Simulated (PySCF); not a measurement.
# A small calculation by hand: dipole moment from atomic charges

Mg(F)(OMe) (CH₃FMgO), SMILES C[O][Mg][F]. Atoms are numbered in the order given.

```xyz
7

Mg     0.0000     0.0000     0.7318
F      0.0000     0.0000     2.4946
O      0.0000     0.0000    -1.0332
C      0.0000     0.0000    -2.4137
H     -0.8907    -0.5142    -2.8285
H      0.8907    -0.5142    -2.8285
H      0.0000     1.0285    -2.8285
```

Geometry: r2SCAN-D4/def2-SVP. One conformer was computed; it need not be the lowest.

Charges (e) from PySCF with HF/def2-TZVPD:

```
atom  ESP fit     IAO
----  -------  ------
Mg1     1.291   1.793
F2     -0.691  -0.909
O3     -0.639  -1.090
C4     -0.316  -0.071
H5      0.119   0.092
H6      0.119   0.092
H7      0.118   0.092
```

The dipole moment of the full density is 1.62 D.

### Question
What dipole moment does each set of point charges give, and which comes closer to that of the density?

### Answer

μ = Σ q r, and 1 e Å = 4.8032 D.
ESP fit: Σ q r = (0.000, -0.001, -0.363) e Å, |μ| = 1.74 D.
IAO: Σ q r = (0.000, 0.000, -0.439) e Å, |μ| = 2.11 D.
ESP fit comes closer in size. Point charges leave out the atoms' own dipoles (lone pairs, polarised bonds); fits to the potential absorb them, partitions of the density don't.
